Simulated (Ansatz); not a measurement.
Reaction (redistribution): `[CH3][Al]([SH])[Br]` + `S[SiH]1CCO1` → `[CH3][Al]([SH])[SH]` + `Br[SiH]1CCO1`

Gas-phase electronic energies from Ansatz, PBE0-D4/def2-TZVP geometries. CBS: MP2 limit from def2 TZ/QZ plus the TZ coupled-cluster correction, frozen cores. This one scheme is used for every species. Functionals use def2-TZVPP. For Br outer-core shells are correlated without core-valence functions, which leaves a few kJ/mol of doubt a bond. Scalar relativity is left out up to krypton. One conformer a species, not always the lowest.

`[CH3][Al]([SH])[Br]`:

Z-matrix (Å, degrees):
```
C
Al 1 1.936
H 1 1.094 2 110.2
H 1 1.094 2 110.2 3 117.9
H 1 1.092 2 112.5 3 -121.0
S 2 2.176 1 124.9 3 121.2
Br 2 2.257 1 120.7 3 -58.8
H 6 1.345 2 92.8 1 -0.0
```

`S[SiH]1CCO1`:

Z-matrix (Å, degrees):
```
Si
C 1 1.869
C 1 2.270 2 42.4
S 1 2.128 2 116.4 3 116.2
O 1 1.664 2 82.0 3 0.2
H 1 1.485 2 120.9 3 -112.4
H 2 1.089 1 116.8 3 -113.9
H 2 1.089 1 116.8 3 114.0
H 3 1.093 1 125.4 2 95.6
H 3 1.092 1 124.8 2 -95.8
H 4 1.342 1 94.0 2 155.6
```

`[CH3][Al]([SH])[SH]`:

Z-matrix (Å, degrees):
```
C
Al 1 1.943
H 1 1.094 2 110.8
H 1 1.094 2 110.5 3 -118.7
H 1 1.092 2 112.2 3 120.8
S 2 2.185 1 122.4 3 54.8
S 2 2.185 1 123.8 3 -125.4
H 6 1.344 2 92.6 1 -0.2
H 7 1.344 2 92.8 1 0.2
```

`Br[SiH]1CCO1`:

```xyz
10

Br   -2.447   -0.211   -1.707
Si   -1.043   -0.585   -0.033
C     0.770   -0.364   -0.405
C     0.604    0.851    0.535
O    -0.786    0.728    0.941
H    -1.569   -1.781    0.661
H     1.434   -1.137   -0.019
H     1.046   -0.118   -1.428
H     0.752    1.809    0.032
H     1.240    0.808    1.422
```

| level | ΔE (kcal/mol) |
| --- | --- |
| PBE-D4 | 3.2 |
| r2SCAN-D4 | 3.4 |
| B2PLYP | 3.5 |
| r2SCAN | 3.4 |
| MP2/def2-TZVPP | 3.4 |
| SCS-MP2/def2-QZVPP | 3.4 |
| HF/CBS(def2) | 4.1 |
| CCSD/CBS(def2) | 3.5 |

Problem. What does CCSD(T)/CBS give? (Estimate.)

Solution. The calculation gave: +3.4 kcal/mol. The listed levels differ from it by -0.2, 0.0, 0.1, 0.0, 0.0, 0.0, 0.7, 0.1 kcal/mol.

Largest T1 diagnostic among the species: 0.012.
